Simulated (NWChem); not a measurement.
CH6GeOSi, singlet; SMILES C[O][Ge][SiH3]

```xyz
10

Ge     0.9503     0.1405    -0.0024
O     -0.1530     1.5371     0.0011
C     -1.5446     1.6557     0.0036
H     -2.0603     0.6772    -0.0043
H     -1.8725     2.2100     0.8994
H     -1.8739     2.2251    -0.8823
Si    -0.7397    -1.7374    -0.0060
H     -1.6283    -1.7369    -1.2176
H     -1.6370    -1.7401     1.1990
H      0.0039    -3.0399    -0.0052
```
Atoms are numbered in this order, from 1.

Level: PBE0/def2-SVP (NWChem), optimised geometry, unscaled harmonic frequencies. Low-valent species are run as closed-shell singlets; no triplet was tried in these runs.

| frequency (cm⁻¹) | IR intensity (km/mol) |
|---|---|
| 86 | 0.1 |
| 104 | 0.3 |
| 139 | 2.3 |
| 162 | 16.2 |
| 270 | 0.5 |
| 296 | 26.4 |
| 347 | 11.2 |
| 450 | 29.2 |
| 596 | 80.6 |
| 842 | 211.4 |
| 925 | 33.3 |
| 938 | 30.4 |
| 1153 | 137.9 |
| 1169 | 2.1 |
| 1190 | 54.3 |
| 1456 | 1.5 |
| 1463 | 8.9 |
| 1473 | 14.6 |
| 2181 | 73.6 |
| 2192 | 100.1 |
| 2206 | 111.6 |
| 3012 | 47.0 |
| 3103 | 31.9 |
| 3120 | 20.3 |

The zero-point energy comes out as 41.3 kcal/mol and the thermal correction to the enthalpy at 298.15 K (with zero-point energy) is 46.6 kcal/mol. The heat capacity Cv is 23.5 cal/(mol K). The entropy at 298.15 K and 1 atm (symmetry number 1) is 86.4 cal/(mol K). The dipole moment is 0.82 D.

Rigid rotor and harmonic oscillator; modes under 100 cm⁻¹ make the entropy uncertain.
